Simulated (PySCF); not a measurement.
## How methods differ on the excitation energy of Si

Si [Ne] 3s2 3p2 (3P) → Si [Ne] 3s1 3p2 4s1 (5P), as a difference of total energies. Calculation: PySCF 2.14, in aug-cc-pwCVTZ; the non-relativistic Hamiltonian (point nucleus). Correlated levels: valence and next inner shell: 1s2 frozen. The calculations carry no spin-orbit coupling.

| method | excitation energy (eV) |
| --- | --- |
| UHF | 8.594 |
| MP2 (valence and next inner shell) | 9.891 |
| SCS-MP2 (valence and next inner shell) | 10.215 |
| CCSD (valence and next inner shell) | 10.076 |
| CCSD(T) (valence and next inner shell) | 10.160 |

Q: How much does correlation contribute at CCSD(T) (valence and next inner shell)?

A: 10.160 − (8.594) = 1.566 eV, measured against UHF.

The upper state lies above the first ionisation limit, but in LS coupling its spin forbids autoionisation to the ground ion. A Rydberg-like electron needs more diffuse functions than a valence basis has.

The promoted electron is Rydberg-like, and one or two diffuse shells describe it only roughly, which tends to raise the upper state.
